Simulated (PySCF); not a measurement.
## `C(=C(C=C=C=C)C#N)(C#N)C#N`, C9H3N3

Geometry:
| atom | x (Å) | y (Å) | z (Å) |
| --- | --- | --- | --- |
| C1 | 3.472 | -1.779 | -0.154 |
| C2 | 2.451 | -0.961 | -0.062 |
| C3 | 1.486 | -0.170 | 0.033 |
| C4 | 0.436 | 0.642 | 0.117 |
| C5 | -0.864 | 0.248 | -0.332 |
| C6 | -1.009 | -1.056 | -0.874 |
| N7 | -1.108 | -2.110 | -1.308 |
| C8 | -1.969 | 1.063 | -0.262 |
| C9 | -3.236 | 0.641 | -0.717 |
| N10 | -4.272 | 0.314 | -1.082 |
| C11 | -1.902 | 2.368 | 0.268 |
| N12 | -1.841 | 3.428 | 0.700 |
| H13 | 3.354 | -2.766 | -0.570 |
| H14 | 4.456 | -1.491 | 0.181 |
| H15 | 0.542 | 1.637 | 0.535 |

Computed, not measured: quadratic response PBE0/def2-SVPD first hyperpolarisability, Taylor convention, gas phase in PySCF 2.14.0. Geometry: GFN2-xTB.

Problem. Give β for the processes computed.

Solution. In au, Taylor convention; the vector part is βᵢ = ⅓ Σⱼ (βᵢⱼⱼ + βⱼᵢⱼ + βⱼⱼᵢ); β∥ is 3/5 of the vector part along the dipole, the dipole points from − to +:
```tsv
process	λ (nm)	β vector norm	β∥	β HRS	depolarisation ratio
static β(0;0,0)	∞	286.8	48.6	188.5	2.25
second harmonic β(−2ω;ω,ω)	1907	351.2	104.8	225.5	2.37
Pockels β(−ω;ω,0)	1907	304.3	64.8	–	–
second harmonic β(−2ω;ω,ω)	1340	470.1	194.6	286.0	2.55
Pockels β(−ω;ω,0)	1340	326.0	83.9	–	–
```

Problem. Which lowest excitations, dipole and polarisabilities go with it?

Solution. S1 3.27 eV (f = 0.000); S2 3.63 eV (f = 0.888); S3 4.52 eV (f = 0.053); dipole 6.80 D; isotropic α 156.7 au static, 158.8 au at 1907 nm, 161.0 au at 1340 nm, 165.7 au at 953.5 nm, 177.7 au at 670 nm.
